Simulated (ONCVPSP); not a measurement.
## What the settings do to the ONCV potential of Ne (Z = 10)

Base potential:

neon (Ne), optimised norm-conserving Vanderbilt (ONCV), made with ONCVPSP 4.0.1 (PW91, scalar-relativistic). Core [He], reference 2s2 2p6. Waves: 2s: rc 0.65 bohr, ncon 5, nbas 10, qcut 8.7 1/bohr, 2 projectors, debl 3.6 Ha; 2p: rc 0.85 bohr, ncon 5, nbas 9, qcut 15.3 1/bohr, 1 projector; d scattering state at 0.13 Ha: rc 0.95 bohr, ncon 3, nbas 6, qcut 9.4 1/bohr, 2 projectors, debl 2.6 Ha. Local part: polynomial inside 0.65 bohr (lpopt 5, dvloc0 -1 Ha). Core correction: Teter function, fcfact 1.75, rcfact 1.15.

All-electron outer shells of the reference configuration (PW91, scalar-relativistic, ld1.x):

| shell | level (eV) | outermost node (bohr) | outermost maximum (bohr) |
| --- | --- | --- | --- |
| 1s | -831.31 | – | 0.10 |
| 2s | -36.45 | 0.22 | 0.68 |
| 2p | -13.44 | – | 0.62 |

Cutoffs, loose and tight: the cutoffs (Ha) at which the residual kinetic energy of the hardest occupied pseudo-wave falls to 1 and 0.1 mHa per electron. They do not see the model core or the augmentation charge, which bear on the density cutoff. Test errors are all-electron minus pseudo excitation energies from the reference, over the configurations 2s2 2p5; 2s2 2p4; 2s2 2p3; 2s2 2p2. A dash means not determined; rows that change the core or the reference have their own tests.

| change | outcome | cutoff, loose | cutoff, tight | bound ghosts | GHOST(+) flags above zero | largest test error (meV) |
| --- | --- | --- | --- | --- | --- | --- |
| base | generated | 521 Ha | 683 Ha | none | none | +302 |
| s: qcut 5.2 | generated | 631 Ha | 724 Ha | none | s | +329 |
| s: qcut 6.9 | generated | 612 Ha | 713 Ha | none | s | +321 |
| s: qcut 7.9 | generated | 580 Ha | 700 Ha | none | none | +310 |
| s: qcut 9.8 | generated | 228 Ha | 646 Ha | none | none | +288 |
| s: qcut 10.3 | generated | 180 Ha | 623 Ha | none | none | +283 |
| s: qcut 11.5 | generated | 90 Ha | 401 Ha | none | none | +272 |
| s: qcut 12.1 | generated | 90 Ha | 238 Ha | none | none | +269 |
| s: qcut 12.8 | generated | 90 Ha | 131 Ha | none | none | +264 |

Task: What comes out with this change to the base: s: qcut 6.1?

Result: outcome: generated; cutoff, loose: 623 Ha; cutoff, tight: 720 Ha; bound ghosts: none; GHOST(+) flags above zero: s; largest test error (meV): +327.

Task: What comes out with this change to the base: s: qcut 8.8?

Result: outcome: generated; cutoff, loose: 496 Ha; cutoff, tight: 680 Ha; bound ghosts: none; GHOST(+) flags above zero: none; largest test error (meV): +302.

Reading the sweep of the qcut of the s channel (base included, trends over the rows without a ghost): The loose cutoff falls from 631 Ha at 5.2 to 90 Ha at 12.8 1/bohr. The median size of the test errors (rows with all tests solved) falls from 51.4 meV at 5.2 to 36.0 meV at 12.8 1/bohr.
